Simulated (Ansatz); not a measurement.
Consider the redistribution: `[OH][GeH2][TeH]` + `C[S][Al]([NH2])[F]` → `[NH2][Al]([F])[TeH]` + `C[S][GeH2][OH]`.

Gas-phase electronic energies from Ansatz, PBE0-D4/def2-TZVP geometries. CCSD(T)/CBS is the MP2 limit (def2-TZVPP, def2-QZVPP) plus CCSD(T) − MP2 in def2-TZVPP, frozen cores. Functionals use def2-TZVPP. B3LYP here is the variant with VWN-RPA as its local correlation; programs differ in this. Elements past krypton have def2 core potentials. For Ge, Te outer-core shells are correlated without core-valence functions, which leaves a few kJ/mol of doubt a bond. Scalar relativity is left out up to krypton. One conformer a species, not always the lowest.

```tsv
level	ΔE (kJ/mol)
B3LYP	12.0
CCSD/def2-TZVPP	5.5
HF/def2-QZVPP	8.2
CCSD/CBS(def2)	6.7
```

(1) What does CCSD(T)/CBS give? (An estimate is asked.)

Largest T1 diagnostic among the species: 0.011.

Answers

(1) Ansatz gave: +6.2 kJ/mol. The listed levels differ from it by 5.8, -0.7, 2.0, 0.5 kJ/mol.
